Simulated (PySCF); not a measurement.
Strontium: highly charged ions in a basis for the neutral atom

Sr(5+) [Ar] 3d10 4s2 4p3, Sr(6+) [Ar] 3d10 4s2 4p2. Calculation: PySCF 2.14, in Sapporo-DKH3-DZP-2012 (7s6p2d, 35 functions); scalar relativity by spin-free X2C-1e. No spin-orbit coupling, so a gap to NIST mixes the basis error with missing relativistic terms.

Changed run: basis of the neutral atom used for a highly charged ion. This setting is unsound on purpose.

```tsv
species	method	sound run (hartree)	changed run (hartree)	converged
Sr(5+)	UHF	not run	-3170.49443	yes
Sr(5+)	B3LYP	not run	-3172.26631	yes
Sr(5+)	BP86	not run	-3172.60720	yes
Sr(6+)	UHF	not run	-3167.23446	yes
Sr(6+)	B3LYP	not run	-3168.98262	yes
Sr(6+)	BP86	not run	-3169.32315	yes
```

Ionisation energy of Sr(5+):

```
method  changed run (eV)  NIST (eV)
   UHF            88.708     88 ± 2
 B3LYP            89.354     88 ± 2
  BP86            89.363     88 ± 2
```

The contracted functions were made for the neutral atom and can be too rigid for a highly charged ion.
